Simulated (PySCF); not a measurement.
**Correlation energy of Cu (copper, neutral)**

[Ar] 3d9 4s1 4p1, one real determinant (an excited configuration). All numbers are calculated (PySCF 2.14, scalar relativity through the core potential, in aug-cc-pVDZ-PP with ECP10MDF (5s5p4d2f, 54 functions)). Frozen: 3s2 3p6; 11 electrons correlated.

```
  level  correlation energy (mhartree)
   CCSD                        -314.31
    (T)                          -8.40
CCSD(T)                        -322.71
```

Diagnostics: T1 = 0.014, D1 = 0.0373, largest double amplitude 0.027.

Is a single reference adequate?

Yes: T1 lies below 0.03 and no double amplitude reaches 0.07.

The reference is one real determinant that mixes LS terms of this configuration.
